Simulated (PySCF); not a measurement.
## Sulfur: a sound run and one with changed settings

Sound run: S²⁺ [Ne] 3s2 3p2, S³⁺ [Ne] 3s2 3p1. Calculation: PySCF 2.14, in jorge-DZP-DKH (7s4p1d, 24 functions); the spin-free X2C one-electron Hamiltonian (Gaussian nucleus). The sound run starts from symmetry-adapted Hartree-Fock orbitals and uses a fine grid where one is needed.

Changed run: 6 angular points. This setting is unsound on purpose.

| species | method | sound run (hartree) | changed run (hartree) | converged |
| --- | --- | --- | --- | --- |
| S²⁺ | UHF | -397.40398 | -397.40398 | yes |
| S²⁺ | BP86 | -397.99416 | -398.03307 | yes |
| S²⁺ | PBE0 | -397.81855 | -397.84702 | yes |
| S³⁺ | UHF | -396.15005 | -396.15005 | yes |
| S³⁺ | BP86 | -396.71291 | -396.75641 | yes |
| S³⁺ | PBE0 | -396.53755 | -396.56857 | yes |

Ionisation energy of S²⁺:

```csv
method,sound run (eV),changed run (eV)
UHF,34.121,34.121
BP86,34.865,34.740
PBE0,34.858,34.789
```

A coarse angular grid integrates products of high-l functions wrongly, so density functionals can shift, and the SCF can exploit the error; Hartree-Fock and MP2 need no grid.

For comparison, NIST gives 34.86 ± 0.04 eV between the lowest levels.
